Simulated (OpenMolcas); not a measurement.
An atom or ion with 20 electrons was computed by SS-CASPT2, IPEA 0.25 Eh, imaginary shift 0.1 Eh with spin-orbit coupling (OpenMolcas, ANO-RCC-VTZP, DKH2). The lowest levels that the run gave, each within 12 % of the measured value where one is at hand:

```csv
J,Parity,E (cm⁻¹),g
2,even,0.0,0.666
3,even,329,1.084
4,even,753,1.251
2,even,10980,1.004
0,even,13840,
1,even,13950,1.501
2,even,14190,1.497
4,even,19040,1.000
0,even,43620,
```

Question: Which ion is it, and what are the configurations and terms?

Answer: V3+ (Z = 23, charge +3; active space 2 electrons in 10 orbitals (3d 4d)). J, parity and g give the terms where levels are pure, and mixed ones are named by the computed weights; the size of the splittings, set against known spectra of the 20-electron sequence, gives the charge. In order, with the measured energies in cm⁻¹ (Sugar and Corliss, J. Phys. Chem. Ref. Data 7, 1191 (1978)): 3d² ³F₂, 3d² ³F₃ (325), 3d² ³F₄ (735), 3d² ¹D₂ (10959), 3d² ³P₀, 3d² ³P₁ (13239), 3d² ³P₂ (13458), 3d² ¹G₄ (18391), 3d² ¹S₀ (42462).

CASPT2 does not keep the components of a term degenerate, so their means are used; among the terms shown or strongly mixed into the levels shown the widest spread is 630 cm-1 (3d² ³F). Active for correlation alone: 4d; no level in the range computed is led by a configuration that fills it, so any true level of that kind is missing. Measured partners are found by configuration, term and J. A level has none where our copy of the source lacks it or the pairing is in doubt (some pairs that miss far off the trend of their configuration count as doubtful), and it then counts in no deviation. Levels of configurations outside the active space are missing.
